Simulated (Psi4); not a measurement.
Psi4 input (wB97X-D/6-311+G**):

```
memory 1500 MB

molecule {
-1 1
O    -1.01533300    0.59968400    0.23844500
C    -0.30118500   -0.42178400   -0.11687400
O     1.20100700   -0.11743500   -0.09687100
H    -0.44830100   -0.79518000   -1.17341900
H    -0.36211400   -1.33371300    0.54797800
H     1.13213000    0.80160400    0.19409500
symmetry c1
no_reorient
no_com
}

set {
  basis 6-311+G**
  reference rks
  scf_type pk
  dft_radial_points 99
  dft_spherical_points 590
  e_convergence 1e-8
  d_convergence 1e-7
  maxiter 150
}

e = energy('wb97x-d')
print_out(f'\nFINAL {e:.10f} DIPOLE {variable("CURRENT DIPOLE")[0]:.6f} {variable("CURRENT DIPOLE")[1]:.6f} {variable("CURRENT DIPOLE")[2]:.6f}\n')
```

Output:

```
   => Loading Basis Set <=

    Name: 6-311+G**
    Role: ORBITAL
    Keyword: BASIS
    atoms 1, 3 entry O          line   171 file 6-311pgss.gbs
    atoms 2    entry C          line   129 file 6-311pgss.gbs
    atoms 4-6  entry H          line    42 file 6-311pgss.gbs

   => WB97X-D: Empirical Dispersion <=

    Chai and Head-Gordon Dispersion Correction
    Chai, J.-D.; Head-Gordon, M. (2010), J. Chem. Phys., 132: 6615-6620

        s6 =       1.000000

         ---------------------------------------------------------
                                   SCF
               by Justin Turney, Rob Parrish, Andy Simmonett
                          and Daniel G. A. Smith
                              RKS Reference
         ---------------------------------------------------------

  ==> Geometry <==

    Molecular point group: c1
    Full point group: C1

    Geometry (in Angstrom), charge = -1, multiplicity = 1:

       Center              X                  Y                   Z               Mass
    ------------   -----------------  -----------------  -----------------  -----------------
         O           -1.015333000000     0.599684000000     0.238445000000    15.994914619570
         C           -0.301185000000    -0.421784000000    -0.116874000000    12.000000000000
         O            1.201007000000    -0.117435000000    -0.096871000000    15.994914619570
         H           -0.448301000000    -0.795180000000    -1.173419000000     1.007825032230
         H           -0.362114000000    -1.333713000000     0.547978000000     1.007825032230
         H            1.132130000000     0.801604000000     0.194095000000     1.007825032230

  Running in c1 symmetry.

  Rotational constants: A =      1.51135  B =      0.35943  C =      0.30779 [cm^-1]
  Rotational constants: A =  45309.26248  B =  10775.35132  C =   9227.42829 [MHz]
  Nuclear repulsion =   73.046028173708422

  Charge       = -1
  Multiplicity = 1
  Electrons    = 26
  Nalpha       = 13
  Nbeta        = 13

  ==> Algorithm <==

  SCF Algorithm Type is PK.
  DIIS enabled.
  MOM disabled.
  Fractional occupation disabled.
  Guess Type is SAD.
  Energy threshold   = 1.00e-08
  Density threshold  = 1.00e-07
  Integral threshold = 1.00e-12

  ==> Primary Basis <==

  Basis Set: 6-311+G**
    Blend: 6-311+G**
    Number of shells: 42
    Number of basis functions: 84
    Number of Cartesian functions: 87
    Spherical Harmonics?: true
    Max angular momentum: 2

  ==> DFT Potential <==

   => LibXC <=

    Version 7.1.2
    S. Lehtola, C. Steigemann, M. J. T. Oliveira, and M. A. L. Marques,  SoftwareX 7, 1–5 (2018) (10.1016/j.softx.2017.11.002)

   => Composite Functional: WB97X-D <=

    wB97X-D Hyb-GGA Exchange-Correlation Functional

    J.-D. Chai and M. Head-Gordon,  Phys. Chem. Chem. Phys. 10, 6615–6620 (2008) (10.1039/B810189B)

    Deriv               =              1
    GGA                 =           TRUE
    Meta                =          FALSE

    Exchange Hybrid     =           TRUE
    MP2 Hybrid          =          FALSE

   => Exchange-Correlation Functionals <=

    1.0000   wB97X-D range-separated functional

   => Exact (HF) Exchange <=

    0.7780            HF,LR [omega = 0.2000]
    0.2220               HF

   => LibXC Density Thresholds  <==

    XC_HYB_GGA_XC_WB97X_D:  1.00E-14

   => Molecular Quadrature <=

    Radial Scheme          =       TREUTLER
    Pruning Scheme         =           NONE
    Nuclear Scheme         =       TREUTLER

    Blocking Scheme        =         OCTREE
    BS radius alpha        =              1
    Pruning alpha          =              1
    Radial Points          =             99
    Spherical Points       =            590
    Total Points           =         338432
    Total Blocks           =           2457
    Max Points             =            256
    Max Functions          =             84
    Weights Tolerance      =       1.00E-15

  ==> Integral Setup <==

  Using in-core PK algorithm.
   Calculation information:
      Number of atoms:                   6
      Number of AO shells:              42
      Number of primitives:             75
      Number of atomic orbitals:        87
      Number of basis functions:        84

      Integral cutoff                 1.00e-12
      Number of threads:                 1

  Performing in-core PK
  Using 19122705 doubles for integral storage.
  We computed 399589 shell quartets total.
  Whereas there are 408156 unique shell quartets.

  Computing range-separated integrals for PK
  We computed 399589 wK shell quartets total.
  Whereas there are 408156 wK unique shell quartets.

  ==> DiskJK: Disk-Based J/K Matrices <==

    J tasked:                  Yes
    K tasked:                  Yes
    wK tasked:                 Yes
    Omega:               2.000E-01
    Schwarz Cutoff:          1E-12


  Cached 50.0% of DFT collocation blocks in 0.360 [GiB].

  Minimum eigenvalue in the overlap matrix is 2.6015529448E-03.
  Reciprocal condition number of the overlap matrix is 3.3866445501E-04.
    Using symmetric orthogonalization.

  ==> Pre-Iterations <==

  SCF Guess: Superposition of Atomic Densities via on-the-fly atomic UHF (no occupation information).

   -------------------------
    Irrep   Nso     Nmo
   -------------------------
     A         84      84
   -------------------------
    Total      84      84
   -------------------------

  ==> Iterations <==

                        Total Energy        Delta E     RMS |[F,P]|

   @RKS iter SAD:  -189.50995699215215   -1.89510e+02   0.00000e+00
   @RKS iter   1:  -190.02960031788805   -5.19643e-01   1.06480e-02 ADIIS/DIIS
   @RKS iter   2:  -189.73730503798060    2.92295e-01   1.50714e-02 ADIIS/DIIS
   @RKS iter   3:  -190.34859509877603   -6.11290e-01   1.58787e-03 ADIIS/DIIS
   @RKS iter   4:  -190.35311442556625   -4.51933e-03   9.69994e-04 ADIIS/DIIS
   @RKS iter   5:  -190.35538077410590   -2.26635e-03   1.56761e-04 ADIIS/DIIS
   @RKS iter   6:  -190.35546220195883   -8.14279e-05   6.45257e-05 DIIS
   @RKS iter   7:  -190.35548071201995   -1.85101e-05   1.11690e-05 DIIS
   @RKS iter   8:  -190.35548241288086   -1.70086e-06   3.68215e-06 DIIS
   @RKS iter   9:  -190.35548262312361   -2.10243e-07   9.69292e-07 DIIS
   @RKS iter  10:  -190.35548263940353   -1.62799e-08   1.87806e-07 DIIS
   @RKS iter  11:  -190.35548263997592   -5.72385e-10   3.93571e-08 DIIS
  Energy and wave function converged.

  ==> Post-Iterations <==

   Electrons on quadrature grid:
      Ntotal   =   26.0000000545 ; deviation = 5.453e-08

    Orbital Energies [Eh]
    ---------------------

    Doubly Occupied:

       1A    -19.019783     2A    -18.942632     3A    -10.145038
       4A     -0.896333     5A     -0.808775     6A     -0.495552
       7A     -0.319927     8A     -0.315752     9A     -0.292894
      10A     -0.229925    11A     -0.156862    12A     -0.096919
      13A     -0.071009

    Virtual:

      14A      0.228514    15A      0.247667    16A      0.248381
      17A      0.257979    18A      0.381865    19A      0.400541
      20A      0.422683    21A      0.429918    22A      0.448630
      23A      0.450174    24A      0.475800    25A      0.484381
      26A      0.488398    27A      0.520441    28A      0.534266
      29A      0.570059    30A      0.660972    31A      0.748501
      32A      0.760253    33A      0.829894    34A      0.920182
      35A      0.925086    36A      0.960995    37A      1.205009
      38A      1.256155    39A      1.279918    40A      1.299364
      41A      1.410932    42A      1.428955    43A      1.431326
      44A      1.463418    45A      1.531969    46A      1.684484
      47A      1.789911    48A      1.845646    49A      1.855606
      50A      1.876807    51A      1.921073    52A      1.945473
      53A      2.054400    54A      2.122201    55A      2.258095
      56A      2.347405    57A      2.469379    58A      2.650483
      59A      2.696636    60A      2.808256    61A      2.861827
      62A      3.013327    63A      3.095077    64A      3.154837
      65A      3.254687    66A      3.360211    67A      3.432631
      68A      3.433751    69A      3.598266    70A      3.705541
      71A      3.745380    72A      4.046127    73A      4.065733
      74A      4.241215    75A      4.362015    76A      5.320697
      77A      5.418094    78A      5.438218    79A      5.588717
      80A      5.836380    81A      6.061370    82A     24.133335
      83A     50.245130    84A     50.335218

    Final Occupation by Irrep:
              A
    DOCC [    13 ]
    NA   [    13 ]
    NB   [    13 ]

  @RKS Final Energy:  -190.35548263997592

   => Energetics <=

    Nuclear Repulsion Energy =             73.0460281737084216
    One-Electron Energy =                -411.9405339160457515
    Two-Electron Energy =                 165.1429463197290488
    DFT Exchange-Correlation Energy =     -16.6032055506228708
    Empirical Dispersion Energy =          -0.0007176667447577
    VV10 Nonlocal Energy =                  0.0000000000000000
    Total Energy =                       -190.3554826399759179

Computation Completed

Properties will be evaluated at   0.000000,   0.000000,   0.000000 [a0]

Properties computed using the SCF density matrix

 Multipole Moments:

 ------------------------------------------------------------------------------------
     Multipole            Electronic (a.u.)      Nuclear  (a.u.)        Total (a.u.)
 ------------------------------------------------------------------------------------

 L = 1.  Multiply by 2.5417464519 to convert [e a0] to [Debye]
 Dipole X            :          0.5233274           -0.0000057            0.5233218
 Dipole Y            :         -0.3158604           -0.0000019           -0.3158623
 Dipole Z            :         -0.1250227            0.0000038           -0.1250190
 Magnitude           :                                                    0.6239106

 ------------------------------------------------------------------------------------

FINAL -190.3554826400 DIPOLE 0.523322 -0.315862 -0.125019

*** Psi4 exiting successfully. Buy a developer a beer!
```

The dipole moment of an ion depends on the origin.

The geometry given is a B3LYP-D3(BJ)/def2-TZVP minimum.
